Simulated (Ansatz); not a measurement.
Total energies of HfB₁₂ (the lowest singlet isomer of a short search) from Ansatz at r2SCAN-D4/def2-TZVP, gas phase (1 Eh = 27.2114 eV = 2625.5 kJ/mol). The reference geometry is relaxed at PBE-D4/def2-SVP.

| atom | x (Å) | y (Å) | z (Å) |
| --- | --- | --- | --- |
| Hf1 | 0.502 | 0.749 | -1.004 |
| B2 | 1.730 | 0.080 | 0.859 |
| B3 | 0.980 | 1.353 | 1.379 |
| B4 | -0.169 | -1.577 | -1.841 |
| B5 | -1.275 | -0.834 | -0.941 |
| B6 | 0.072 | -1.714 | -0.124 |
| B7 | -1.426 | 2.007 | 0.196 |
| B8 | -0.770 | 0.822 | 1.308 |
| B9 | -0.874 | -0.740 | 0.803 |
| B10 | 1.850 | -1.197 | -0.045 |
| B11 | -0.151 | 2.393 | 0.982 |
| B12 | 1.280 | -1.838 | -1.369 |
| B13 | -1.751 | 0.494 | -0.204 |

```json
{"state": "charge 0 singlet", "geometry": "reference", "energy (Eh)": "-345.97644"}
{"state": "charge 1 doublet", "geometry": "reference", "energy (Eh)": "-345.70826"}
{"state": "charge -1 doublet", "geometry": "reference", "energy (Eh)": "-346.07317"}
{"state": "charge 0 triplet", "geometry": "relaxed at PBE-D4/def2-SVP", "energy (Eh)": "-345.97535"}
{"state": "charge 0 quintet", "geometry": "relaxed at PBE-D4/def2-SVP", "energy (Eh)": "-345.91381"}
{"state": "free Hf atom (triplet)", "geometry": "–", "energy (Eh)": "-47.87064"}
{"state": "free B atom (doublet)", "geometry": "–", "energy (Eh)": "-24.63675"}
```

In the def2 sets Hf takes a core potential; there is no spin–orbit coupling.

Problem. Work out the vertical ionisation energy to the doublet.

Solution. E(charge 1 doublet) − E(charge 0 singlet) = -345.70826 − (-345.97644) = 0.26818 Eh = 7.30 eV. For comparison, −ε of the highest occupied level is 5.25 eV at this level, 2.05 eV less.

Problem. Work out the vertical electron affinity, to the doublet.

Solution. E(charge 0 singlet) − E(charge -1 doublet) = -345.97644 − (-346.07317) = 0.09673 Eh = 2.63 eV. The basis lacks diffuse functions, which makes affinities too small.

Problem. Give the fundamental gap IE − EA, the Mulliken electronegativity (IE + EA)/2 and the hardness (IE − EA)/2.

Solution. From the values in Eh: IE − EA = 0.26818 − 0.09673 = 0.17145 Eh = 4.67 eV; (IE + EA)/2 = 4.96 eV; (IE − EA)/2 = 2.33 eV. The HOMO–LUMO gap of the same run is 0.68 eV, 3.99 eV smaller than the fundamental gap.

Problem. Which of the charge 0 states is lowest, and how far above it are the others?

Solution. The singlet, but by less than the method's error, so the order isn't settled. triplet: -345.97535 − (-345.97644) = 0.00109 Eh = 2.9 kJ/mol; quintet: -345.91381 − (-345.97644) = 0.06263 Eh = 164.4 kJ/mol.

Problem. What is the binding energy per atom against free atoms?

Solution. Atoms: 1 × (-47.87064) + 12 × (-24.63675) = -343.51164 Eh. Binding: -343.51164 − (-345.97644) = 2.46480 Eh = 67.07 eV, or 5.16 eV for each of 13 atoms (no zero-point energy, no counterpoise term).

The restricted singlet is unstable towards broken spin symmetry in Hartree–Fock (as tested in another run); at r2SCAN-D4/def2-TZVP this wasn't settled.  

The structure comes from a short search, and lower isomers may exist.
